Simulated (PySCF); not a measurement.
Compounds:

A. SMILES COC(=O)c1pcpcp1
B. SMILES O=C(F)c1ccc(O)cc1
C. `O=C(O)c1ccc(F)cc1`
D. `CC1=C(F)C(=O)C(=O)C=C1`

Spectrum 1. ¹H NMR (400 MHz, computed): δ 8.43 (m, 2H), 7.05 (d, 2H), 4.94 (br s, 1H). ¹³C{¹H} NMR (computed): δ 169.2 (C), 165.2 (C), 142.1 (CH), 121.3 (C), 119.3 (CH).

Spectrum 2. ¹H NMR (400 MHz, computed): δ 6.86 (m, 1H), 6.09 (d, 1H), 2.12 (s, 3H). ¹³C{¹H} NMR (computed): δ 183.4 (C), 177.4 (C), 160.1 (C), 147.7 (CH), 133.6 (C), 131.6 (CH), 15.8 (CH3).

Spectrum 3. ¹H NMR (400 MHz, computed): δ 8.60 (m, 2H), 7.44 (m, 2H), 6.34 (br s, 1H). ¹³C{¹H} NMR (computed): δ 176.7 (C), 169.9 (C), 140.2 (CH), 128.8 (C), 121.1 (CH).

Spectrum 4. ¹H NMR (400 MHz, computed): δ 11.18 (m, 2H), 4.45 (s, 3H). ¹³C{¹H} NMR (computed): δ 190.5 (CH), 190.2 (C), 175.0 (C), 50.7 (CH3).

PySCF calculation with GIAO PBE0/pcSseg-1 shieldings and coordinates at the GFN2-xTB level; no relativistic terms, one averaged value for each set of equivalent atoms, single conformer, in vacuum.

References, each an isolated molecule treated in the same way: TMS for ¹H (31.72 ppm) and ¹³C (186.93 ppm). Splittings of carbon signals by F and P are missing where no couplings were computed. Where no couplings were computed, multiplicities follow the n + 1 count of equivalent neighbours, and m marks all less simple cases (inequivalent or close neighbours, rings, F or P nearby). Acid and N–H amide carbonyl carbons lie up to 10 ppm further downfield in solution (hydrogen bonding). Shifts are as computed. Against solution values, carbons near 30 ppm lie about +3 ppm off and those near 130 ppm about +5 ppm. Of 1211 compounds with measured shifts, 218 miss one by over three times the rms of a fit or turn the order of signals round; such compounds aren't used in these exercises. OH and NH positions are gas-phase values without hydrogen bonding to other molecules.

**Question.** Match each spectrum to its structure.

**Answer.** 1–B, 2–D, 3–C, 4–A.

- Spectrum 1 (B): 5 ¹³C signals; δC 169.2 is an aromatic carbon bearing oxygen; δC 119.3 is an aromatic CH.
- Spectrum 2 (D): 7 ¹³C signals; δC 183.4 is a ketone carbonyl carbon; δC 177.4 is a ketone carbonyl carbon.
- Spectrum 3 (C): 5 ¹³C signals; δC 176.7 is an aromatic carbon bearing fluorine; δC 169.9 is a carboxylic acid carbon.
- Spectrum 4 (A): 4 ¹³C signals; δC 175.0 is an ester carbonyl carbon; δC 50.7 is a methyl carbon bonded to O.
